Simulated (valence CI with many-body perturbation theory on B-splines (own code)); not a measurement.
Which ion has this spectrum?

A relativistic CI+MBPT calculation for an atom or ion with 5 electrons gives these levels (eV):

```tsv
J	Parity	E	g
1/2	odd	0.00	0.66
3/2	odd	2.16	1.33
1/2	even	26.18	2.67
3/2	even	26.98	1.73
5/2	even	28.08	1.60
3/2	even	46.86	0.80
5/2	even	46.92	1.20
1/2	even	59.14	1.82
1/2	even	62.54	0.85
3/2	even	63.54	1.33
3/2	odd	82.20	2.00
3/2	odd	92.95	0.81
5/2	odd	93.08	1.20
1/2	odd	104.22	0.66
```

The energies are calculated, with errors of perhaps 400 cm⁻¹, more in some levels.

Problem. Which is it?
A. Cl12+
B. K14+
C. P10+
D. Ar13+

Solution. A. Cl12+, ground level 2s²2p ²P°_1/2.
